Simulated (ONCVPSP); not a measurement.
# Varying the ONCV potential for indium

Base potential:

indium (In), optimised norm-conserving Vanderbilt (ONCV), made with ONCVPSP 4.0.1 (LDA (Perdew-Zunger), scalar-relativistic). Core [Kr], reference 4d10 5s1 5p2. Waves: 5s: rc 2.05 bohr, ncon 3, nbas 6, qcut 2.9 1/bohr, 2 projectors, debl 1.9 Ha; 5p: rc 2.30 bohr, ncon 4, nbas 9, qcut 2.9 1/bohr, 3 projectors, debl 0.6 Ha; 4d: rc 1.50 bohr, ncon 5, nbas 9, qcut 10.9 1/bohr, 2 projectors, debl 3.3 Ha. Local part: polynomial inside 1.35 bohr (lpopt 5, dvloc0 -1 Ha). Core correction: none.

All-electron outer shells of the reference configuration (LDA (Perdew-Zunger), scalar-relativistic, ld1.x):

| shell | level (eV) | outermost node (bohr) | outermost maximum (bohr) |
| --- | --- | --- | --- |
| 4s | -121.12 | 0.41 | 0.77 |
| 4p | -79.71 | 0.42 | 0.82 |
| 4d | -20.31 | 0.40 | 0.94 |
| 5s | -9.48 | 1.02 | 2.11 |
| 5p | -3.40 | 1.14 | 2.74 |

Cutoffs, loose and tight: the cutoffs (Ha) at which the residual kinetic energy of the hardest occupied pseudo-wave falls to 1 and 0.1 mHa per electron. They do not see the model core or the augmentation charge, which bear on the density cutoff. Test errors are all-electron minus pseudo excitation energies from the reference, over the configurations 4d10 5s2 5p1; 4d10 5s2 5p0; 4d10 5s1 5p0; 4d10 5s0 5p0. A dash means not determined; rows that change the core or the reference have their own tests.

A true bound ghost makes a file unfit for plane-wave use even where its test errors are small: the radial tests pick states by their node count and pass the ghost by.

| change | outcome | cutoff, loose | cutoff, tight | bound ghosts | GHOST(+) flags above zero | largest test error (meV) |
| --- | --- | --- | --- | --- | --- | --- |
| base | generated | 40 Ha | 46 Ha | s, p | p | -5.3 |
| d: rc 1.02; local potential polynomial inside 1.02 bohr (lpopt 5, dvloc0 -1 Ha) | generated | 45 Ha | 56 Ha | s, p | s, p | -5.2 |
| d: rc 1.28; local potential polynomial inside 1.28 bohr (lpopt 5, dvloc0 -1 Ha) | generated | 42 Ha | 49 Ha | s, p | p | -5.3 |
| d: rc 1.52 | generated | 39 Ha | 46 Ha | s, p | p | -5.3 |
| d: rc 2 | generated | 31 Ha | 36 Ha | s, p | p | +5.9 |
| d: rc 2.1 | generated | 30 Ha | 35 Ha | s, p | p | +6.8 |

Task: What comes out with this change to the base: d: rc 1.72?

Result: outcome: generated; cutoff, loose: 37 Ha; cutoff, tight: 43 Ha; bound ghosts: s, p; GHOST(+) flags above zero: p; largest test error (meV): -5.1.

Reading the sweep of the d radius (base included, trends over the rows without a ghost): Bound ghosts are found at 1.02, 1.28, 1.5, 1.52, 1.72, 2, 2.1 bohr. Every judged row has one, so this setting neither creates nor removes them.
